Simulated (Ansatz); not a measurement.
Total energies of the cluster MgBr2⁻ (the lowest doublet isomer of a short search) from Ansatz at PBE-D4/def2-TZVPD, gas phase (1 Eh = 27.2114 eV = 2625.5 kJ/mol). The reference geometry is relaxed at r2SCAN-D4/def2-TZVPD.

```xyz
3

Mg    0.461    0.599   -0.401
Br    1.551   -1.370    0.648
Br   -2.012    0.771   -0.248
```

```
            state                         geometry  energy (Eh)
charge -1 doublet                        reference  -5347.69313
 charge 0 singlet                        reference  -5347.62109
charge -1 quartet  relaxed at r2SCAN-D4/def2-TZVPD  -5347.53907
```

Problem. Work out the vertical ionisation energy to the singlet.

Solution. E(charge 0 singlet) − E(charge -1 doublet) = -5347.62109 − (-5347.69313) = 0.07204 Eh = 1.96 eV. For comparison, −ε of the highest occupied level of the spin that leaves is -0.39 eV at this level, 2.35 eV less.

Problem. Which of the charge -1 states is lowest, and how far above it are the others?

Solution. The doublet. quartet: -5347.53907 − (-5347.69313) = 0.15406 Eh = 404.5 kJ/mol.

At PBE-D4/def2-TZVPD the highest occupied level of the charge -1 doublet lies above zero (up to 0.39 eV). By energy differences its removal costs 1.96 eV (vertical, to the charge 0 singlet, at PBE-D4/def2-TZVPD); a positive level beside a positive removal energy at the same level points to self-interaction error. At PBE-D4/def2-TZVPD the highest occupied level of the charge -1 quartet lies above zero (up to 1.71 eV). It is a level of α spin, whose loss leaves a triplet; that state wasn't run at this geometry and level. The electron is either unbound and held by the finite basis, or the level is raised by self-interaction error. 

The structure comes from a short search, and lower isomers may exist.
